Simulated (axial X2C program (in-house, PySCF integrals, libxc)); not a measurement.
Outer orbitals of BaP⁺ at 2.907 Å, HF

Computed with an axial X2C code built on PySCF integrals. Spin-free means the one-electron spin-free X2C Hamiltonian; two-component (2c) means X2C with spin–orbit coupling and atomic mean-field two-electron Coulomb and Gaunt terms, so the difference of the two also holds small scalar two-electron terms. Basis: Ba dyall-cv3z [14s14p9d5f1g], P dyall-v3z [8s7p2d1f] (cores contracted in-house); Gaussian nuclei, density fitting, unrestricted open shells. Masses: Ba 137.905 u, P 30.974 u.

The distance is close to the 2c PBE0 minimum; the highest filled and lowest empty levels are listed.

Spin-free orbitals, state M_S = 1, Λ = 0 (beyond evenly filled blocks: π+α, π-α) (Löwdin shares):

```
symmetry  occupied  ε (eV)             atomic character
      σα       yes  -29.36             93% Ba p, 4% P s
     π+α       yes  -29.27                    100% Ba p
     π-α       yes  -29.27                    100% Ba p
     π-β       yes  -29.23                    100% Ba p
     π+β       yes  -29.23                    100% Ba p
      σβ       yes  -29.20                     96% Ba p
      σα       yes  -23.87   74% P s, 11% Ba p, 7% Ba d
      σβ       yes  -19.40    76% P s, 9% Ba d, 7% Ba p
     π-α       yes  -12.81    84% P p, 8% Ba d, 4% Ba f
     π+α       yes  -12.81    84% P p, 8% Ba d, 4% Ba f
      σα       yes  -11.77   77% P p, 11% Ba d, 6% Ba s
      σβ       yes  -10.95   74% P p, 14% Ba d, 6% Ba s
      σα        no   -4.30  79% Ba s, 12% Ba p, 7% Ba d
      σβ        no   -4.27  77% Ba s, 14% Ba p, 7% Ba d
     π-α        no   -2.95           77% Ba p, 23% Ba d
     π+α        no   -2.95           77% Ba p, 23% Ba d
     π-β        no   -2.95             92% Ba p, 6% P p
     π+β        no   -2.95             92% Ba p, 6% P p
```

Spinors with spin–orbit coupling (state Ω = 1):

```tsv
ω	occupied	ε (eV)	atomic character	λ mixture
1/2	yes	-30.74	98% Ba p	65% π, 35% σ
-1/2	yes	-30.73	99% Ba p	68% π, 32% σ
1/2	yes	-28.63	94% Ba p, 4% P s	65% σ, 35% π
3/2	yes	-28.53	100% Ba p	100% π
-1/2	yes	-28.50	97% Ba p	68% σ, 32% π
-3/2	yes	-28.49	100% Ba p	100% π
1/2	yes	-23.86	74% P s, 11% Ba p, 7% Ba d	100% σ
-1/2	yes	-19.40	76% P s, 9% Ba d, 7% Ba p	100% σ
-1/2	yes	-12.84	84% P p, 8% Ba d, 4% Ba f	100% π
3/2	yes	-12.79	84% P p, 8% Ba d, 4% Ba f	100% π
1/2	yes	-11.77	76% P p, 11% Ba d, 6% Ba s	100% σ
-1/2	yes	-10.96	74% P p, 14% Ba d, 6% Ba s	100% σ
1/2	no	-4.30	79% Ba s, 12% Ba p, 7% Ba d	100% σ
-1/2	no	-4.27	77% Ba s, 14% Ba p, 7% Ba d	100% σ
-1/2	no	-2.98	76% Ba p, 24% Ba d	98% π, 2% σ
1/2	no	-2.98	90% Ba p, 5% P p, 4% Ba d	96% π, 4% σ
```

Mulliken charges and populations of the two-component result (they depend on the basis, above all on diffuse functions):

Ba 1.34 e (s 10.15 p 24.05 d 20.42 f 0.05), P -0.34 e (s 5.96 p 9.34 d 0.04). ⟨Lz⟩ = 0.00 ħ and ⟨Sz⟩ = 1.00 ħ (0.09 and 0.91 on the two atoms), which add up to Ω.

One determinant describes the state; a PBE0 search over occupations chose it and may have missed a lower one. PBE0 can misorder states that lie within some tenths of an eV, so this need not be the ground state of the molecule. The nearest other spin-free determinant of the search, M_S = 1, Λ = 1, lies 0.48 eV up at the distance of the search. With several unpaired electrons one determinant need not be a pure state. Open-shell Ω = 0 determinants with evenly filled partner blocks cannot be reached by this program, so the Ω shown need not be the lowest component. This is the Ω = 1 component of a π² triplet; the 0⁺ component is not one determinant and can lie lowest. The stretched end of a curve changes character and is left out.
